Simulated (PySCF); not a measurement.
Bond stretch in GeH, doublet.

Computed with CCSD(T) on UHF/cc-pVDZ, 9 core orbitals frozen (PySCF 2.14.0).

Q: Relative to R = 1.60 Å, what are the energies at R = 1.28, 1.36, 1.43, 1.68 Å?

A: 1.132 eV at 1.28 Å, 0.560 eV at 1.36 Å, 0.253 eV at 1.43 Å, 0.036 eV at 1.68 Å.

The scan ran from 1.20 to 6.43 Å; beyond the distances shown one of the unrestricted levels run for this scan, shown here or not, changes its spin distribution in one step.
